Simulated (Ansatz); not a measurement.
Consider the redistribution: `[SiH3]CI` + `[CH3][Al]([SiH3])[O][SiH3]` → `[CH3][Al]([SiH3])[SiH3]` + `[SiH3]OCI`.

Calculated with Ansatz (gas phase, PBE0-D4/def2-TZVP geometries, no zero-point term in ΔE). CBS: MP2 limit from def2 TZ/QZ plus the TZ coupled-cluster correction, frozen cores. DFT in def2-TZVPP. B3LYP here is the variant with VWN-RPA as its local correlation; programs differ in this. def2 core potentials past Kr. For I outer-core shells are correlated without core-valence functions, which leaves a few kJ/mol of doubt a bond. One conformer a species, not always the lowest.

```
             level  ΔE (eV)
            PBE-D4     2.17
           ωB97X-V     2.48
           ωB97M-V     2.57
               PBE     2.18
              PBE0     2.31
             B3LYP     2.46
SCS-MP2/def2-TZVPP     2.69
    CCSD/CBS(def2)     2.62
```

Question: What does CCSD(T)/CBS give? (Estimate.)

Answer: The calculation gave: +2.58 eV. The listed levels differ from it by -0.41, -0.10, -0.01, -0.40, -0.27, -0.12, 0.11, 0.04 eV.

Largest T1 diagnostic among the species: 0.013.

From PBE to PBE0 (25 % exact exchange), in def2-TZVPP and without D4, ΔE moves by +0.14 eV.
